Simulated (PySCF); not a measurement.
Species: C5H7ClO.
Atom-mapped SMILES: `[CH2:1]=[C:2]([CH2:3][CH3:4])[C:5](=[O:6])[Cl:7]` (hydrogens: H8, H9 on C1; H10, H11 on C3; H12, H13, H14 on C4)

Computed with PySCF, BHandHLYP/def2-SVP geometry optimisation, gas phase.

(1) What internal coordinates does the optimisation give?

Answers

(1) 
```csv
bond,length (Å),order
C1=C2,1.331,double
C2–C3,1.507,single
C3–C4,1.525,single
C2–C5,1.487,single
C5=O6,1.178,double
C5–Cl7,1.786,single
C1–H8,1.082,single
C1–H9,1.085,single
"C3–H10, C3–H11",1.093,single
"C4–H12, C4–H13, C4–H14",1.093,single
```

Bonds in one row agree within 0.01 Å and their mean is given. Orders are formal, as drawn. A selection of angles:
```csv
angle,degrees
C2–C1–H8,122.2
C2–C1–H9,120.2
H8–C1–H9,117.6
C1–C2–C3,123.5
C1–C2–C5,122.2
C3–C2–C5,114.4
C2–C3–C4,113.6
C2–C3–H10,108.8
C2–C3–H11,108.1
C4–C3–H10,109.2
H10–C3–H11,107.0
C3–C4–H12,111.1
C3–C4–H14,110.4
H12–C4–H13,108.3
C2–C5–O6,124.5
C2–C5–Cl7,116.5
O6–C5–Cl7,119.0
```

Dihedral angles: C1–C2–C3–C4 105° (anticlinal); C1–C2–C5–O6 180° (antiperiplanar). The mirror-image conformer, all signs reversed, is as good.

The 4 C–C bonds span 1.331 Å (C1=C2, drawn double) to 1.525 Å (C3–C4, drawn single), a spread of 0.194 Å. Of the pairs four or more bonds apart, Cl7···H8 is among the closest relative to their van der Waals radii: 2.57 Å, 87 % of the sum of Bondi's values.

Point group: C1 (no symmetry element, even within 0.4 Å). Not checked by BHandHLYP/def2-SVP frequencies. The numbers are those of one conformer.
